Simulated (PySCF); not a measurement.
SMILES C=C[SiH2][SiH2][GeH3], singlet, GFN2-xTB optimised geometry.

```
15

C      2.69     1.24    -0.55
C      2.26     0.38     0.36
Si     1.69    -1.38     0.00
Si    -0.64    -1.38     0.00
Ge    -1.48     0.80     0.00
H      2.79     0.96    -1.59
H      2.97     2.25    -0.31
H      2.18     0.72     1.39
H      2.27    -1.80    -1.28
H      2.27    -2.25     1.03
H     -1.20    -2.08    -1.16
H     -1.20    -2.08     1.17
H     -1.15     1.61     1.22
H     -0.97     1.68    -1.11
H     -2.97     0.98    -0.11
```

Density from PBE0/def2-TZVP (PySCF 2.14.0) at that geometry.

Minimum of the electron density along straight lines between bonded atoms, close to the bond critical point (lines longer than 1.1 times the sum of covalent radii, or with two minima, are not listed):

```json
[
 {"bond": "C1–C2", "length / Å": "1.324", "ρ at the minimum / e bohr⁻³": "0.355", "∇²ρ there / e bohr⁻⁵": "-1.09", "position (fraction from the first atom)": "0.50"},
 {"bond": "C2–Si3", "length / Å": "1.884", "ρ at the minimum / e bohr⁻³": "0.118", "∇²ρ there / e bohr⁻⁵": "…", "position (fraction from the first atom)": "0.61"},
 {"bond": "Si3–Si4", "length / Å": "2.327", "ρ at the minimum / e bohr⁻³": "0.095", "∇²ρ there / e bohr⁻⁵": "…", "position (fraction from the first atom)": "0.48"},
 {"bond": "Si4–Ge5", "length / Å": "2.342", "ρ at the minimum / e bohr⁻³": "0.092", "∇²ρ there / e bohr⁻⁵": "…", "position (fraction from the first atom)": "0.39"},
 {"bond": "C1–H6", "length / Å": "1.079", "ρ at the minimum / e bohr⁻³": "0.288", "∇²ρ there / e bohr⁻⁵": "-1.03", "position (fraction from the first atom)": "0.64"},
 {"bond": "C1–H7", "length / Å": "1.080", "ρ at the minimum / e bohr⁻³": "0.287", "∇²ρ there / e bohr⁻⁵": "-1.03", "position (fraction from the first atom)": "0.65"},
 {"bond": "C2–H8", "length / Å": "1.085", "ρ at the minimum / e bohr⁻³": "0.281", "∇²ρ there / e bohr⁻⁵": "-0.98", "position (fraction from the first atom)": "0.64"},
 {"bond": "Si3–H9", "length / Å": "1.469", "ρ at the minimum / e bohr⁻³": "0.122", "∇²ρ there / e bohr⁻⁵": "0.19", "position (fraction from the first atom)": "0.49"},
 {"bond": "Si3–H10", "length / Å": "1.470", "ρ at the minimum / e bohr⁻³": "0.122", "∇²ρ there / e bohr⁻⁵": "0.19", "position (fraction from the first atom)": "0.49"},
 {"bond": "Si4–H11", "length / Å": "1.469", "ρ at the minimum / e bohr⁻³": "0.121", "∇²ρ there / e bohr⁻⁵": "0.19", "position (fraction from the first atom)": "0.49"},
 {"bond": "Si4–H12", "length / Å": "1.470", "ρ at the minimum / e bohr⁻³": "0.121", "∇²ρ there / e bohr⁻⁵": "0.19", "position (fraction from the first atom)": "0.49"},
 {"bond": "Ge5–H13", "length / Å": "1.503", "ρ at the minimum / e bohr⁻³": "0.139", "∇²ρ there / e bohr⁻⁵": "0.09", "position (fraction from the first atom)": "0.60"},
 {"bond": "Ge5–H14", "length / Å": "1.502", "ρ at the minimum / e bohr⁻³": "0.139", "∇²ρ there / e bohr⁻⁵": "0.09", "position (fraction from the first atom)": "0.60"},
 {"bond": "Ge5–H15", "length / Å": "1.503", "ρ at the minimum / e bohr⁻³": "0.139", "∇²ρ there / e bohr⁻⁵": "0.09", "position (fraction from the first atom)": "0.60"}
]
```

Problem. What belongs in the gaps?

Solution. 
- C2–Si3, ∇²ρ there / e bohr⁻⁵: 0.21
- Si3–Si4, ∇²ρ there / e bohr⁻⁵: -0.17
- Si4–Ge5, ∇²ρ there / e bohr⁻⁵: -0.15
